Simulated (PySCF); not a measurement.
## CsTe: from constants to spectrum

UHF-CCSD(T) constants of CsTe, ²Π (doublet), unpaired electrons π ↑ (PySCF, scalar-relativistic core potentials, basis sets Cs def2-SVP with ECP46, Te def2-SVP with ECP28; masses 132.9054 and 129.9062 u):

```
ωe            : 106.7 cm⁻¹
ωexe          : 0.201 cm⁻¹
Be            : 0.020341 cm⁻¹
αe            : 5.38e-05 cm⁻¹
De to Cs + Te : 1.85 eV
```

(1) What force constant and bond length do these constants imply?

(2) Estimate the centrifugal constant D from the Kratzer relation and find the Dunham coefficient a1.

Correlated steps freeze 4 core orbitals. Correlated levels converge slowly with the basis: in double zeta they bind strong bonds too weakly, by up to about 1 eV, and carry superposition errors of some tenths. Spin–orbit coupling is left out, which matters for elements this heavy, above all for dissociation energies. The state was picked by a PBE0 search and need not be the measured ground state.

Answers

(1) Reduced mass μred = 65.694 u; k = 5.8918×10⁻⁷·μred·ωe² (u, cm⁻¹, mdyn/Å) = 0.441 mdyn/Å; Re = √(16.8576/(μred·Be)) (u, cm⁻¹, Å) = 3.552 Å.

(2) D = 4Be³/ωe² = 2.96e-09 cm⁻¹; a1 = −1 − αeωe/(6Be²) = -3.31.
